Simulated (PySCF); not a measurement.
A geometry optimisation on `C=CCCCC(=O)N(C)C`.

Computed with PBE0-D3(BJ)/def2-SVP geometry optimisation, gas phase (PySCF 2.14.0). Start geometry: GFN2-xTB. A driver script takes a list of jobs; this job's settings line and coordinates (Å) are shown.

Command:
```bash
OMP_NUM_THREADS=1 python probes_run.py task.json out
```

Input:
```
{"job": {"xc": "PBE0", "basis": "def2-SVP", "d3": "d3bj", "grid": 1, "shake": 0.01, "kind": "geom"}, "charge": 0, "multiplicity": 1}
C      4.449350     0.176160    -0.688040
C      3.348720     0.627940    -0.060900
C      1.932770     0.233790    -0.399380
C      1.295980    -0.405220     0.811660
C     -0.177560    -0.823460     0.488670
C     -1.094940     0.395090     0.370170
O     -0.720470     1.519830     0.634820
N     -2.343280     0.129170    -0.039350
C     -2.837750    -1.184470    -0.373090
C     -3.279740     1.218920    -0.231300
H      4.352400    -0.482150    -1.516740
H      5.427500     0.515690    -0.409240
H      3.422130     1.327740     0.764040
H      1.934990    -0.455790    -1.227580
H      1.382190     1.116960    -0.670540
H      1.828300    -1.274550     1.134120
H      1.254050     0.316470     1.638960
H     -0.568050    -1.444350     1.309320
H     -0.203900    -1.400870    -0.425660
H     -2.600190    -1.920690     0.371950
H     -2.445620    -1.519440    -1.363520
H     -3.913130    -1.176340    -0.483970
H     -2.760880     2.151530     0.022050
H     -4.173660     1.099630     0.370610
H     -3.556790     1.270470    -1.287880
```

Output:
```
step   0  E = -443.01561115  max force = 0.046203
step   1  E = -443.02352095  max force = 0.007562
step   2  E = -443.02384097  max force = 0.002053
step   3  E = -443.02384876  max force = 0.003563
step   4  E = -443.02399565  max force = 0.001128
step   5  E = -443.02398628  max force = 0.002951
step   6  E = -443.02404520  max force = 0.000889
step   7  E = -443.02406921  max force = 0.000610
step   8  E = -443.02410035  max force = 0.000607
step   9  E = -443.02413635  max force = 0.000593
... (12 lines left out)
step  22  E = -443.02444044  max force = 0.000190
step  23  E = -443.02446042  max force = 0.000225
step  24  E = -443.02445367  max force = 0.000318
step  25  E = -443.02443978  max force = 0.000266
step  26  E = -443.02444869  max force = 0.000230
step  27  E = -443.02445248  max force = 0.000220
step  28  E = -443.02445324  max force = 0.000139
step  29  E = -443.02445515  max force = 0.000089
step  30  E = -443.02445756  max force = 0.000067
step  31  E = -443.02445974  max force = 0.000051
optimisation converged
```

Energies in Eh; «max force» is the largest Cartesian gradient component in Eh/bohr.

**Question.** How much energy does the optimisation release, in eV?

**Answer.** E(step 0) − E(last step) = 0.008849 Eh, which is 0.241 eV.

**Question.** Give the first gradient maximum in eV/Å.

**Answer.** With 1 Eh/bohr = 51.422 eV/Å, 2.376 eV/Å.

Main results: final energy -443.02446 Eh after 31 steps; dipole 3.83 D.

Time: 15 min of wall time; peak memory 0.93 GiB. Hardware: Arm Neoverse V1, one thread, shared host with 32 logical CPUs at a one-minute load of 11.
Labels such as C1 count atoms from 1, the log's own numbers from 0.
